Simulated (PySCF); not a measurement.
A structure optimised at PBE-D3(BJ)/def2-SVP, used in a PySCF frequency run:

```xyz
9

Sn     0.0440     0.0189     0.2526
N     -1.5283    -1.1838    -0.2952
O     -0.4243     1.7410    -0.6759
O      1.7262    -0.7034    -0.5703
H      0.4286     0.1972     1.9286
H     -1.9870    -1.6131     0.5197
H     -2.2358    -0.5984    -0.7624
H      0.3950     2.2285    -0.8895
H      1.4803    -1.1712    -1.3929
```

Q: Write its SMILES and formula.

A: [NH2][SnH]([OH])[OH], H5NO2Sn

Q: What are its rotational constants (standard atomic weights)?

A: 4.4553, 4.1146, 2.7802 GHz
